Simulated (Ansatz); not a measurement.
The same molecule with X = B, Al, Ga, In. Ansatz, PBE0-D4/def2-TZVP geometries, multiplicity 1.

Elements past krypton have def2 core potentials. Scalar relativity is left out up to krypton.

| X | molecule | mean X–H bond length / Å | mean X–O bond length / Å | LUMO energy (B3LYP/def2-TZVPP) / eV | zero-point energy (PBE0-D4/def2-TZVP) / kJ/mol | LUMO energy (PBE/def2-TZVPP) / eV |
| --- | --- | --- | --- | --- | --- | --- |
| B | `[BH3-][OH2+]` | 1.206 | 1.687 | -0.79 | 146.0 | -1.32 |
| Ga | `[OH2+][GaH3-]` | 1.577 | 2.197 | -0.99 | 117.3 | -1.51 |
| In | `[OH2+][InH3-]` | 1.732 | 2.437 | -1.25 | 110.0 | -1.71 |

(1) Give the row for X = Al, `[OH2+][AlH3-]`. (Estimate.)

Answers

(1) Ansatz gave: 
```tsv
X	molecule	mean X–H bond length / Å	mean X–O bond length / Å	LUMO energy (B3LYP/def2-TZVPP) / eV	zero-point energy (PBE0-D4/def2-TZVP) / kJ/mol	LUMO energy (PBE/def2-TZVPP) / eV
Al	`[OH2+][AlH3-]`	1.599	2.031	-1.09	117.9	-1.61
```

From B to In the mean X–H bond length isn't monotonic: highest at In, lowest at B; the mean X–O bond length rises at each step, by 0.750 Å in all; the LUMO energy (B3LYP/def2-TZVPP) isn't monotonic: highest at B, lowest at In; the zero-point energy (PBE0-D4/def2-TZVP) falls at each step, by 36.0 kJ/mol in all; the LUMO energy (PBE/def2-TZVPP) isn't monotonic: highest at B, lowest at In. Bonds lengthen as the atom grows down the group.

B3LYP here is the variant with VWN-RPA as its local correlation; programs differ in this.
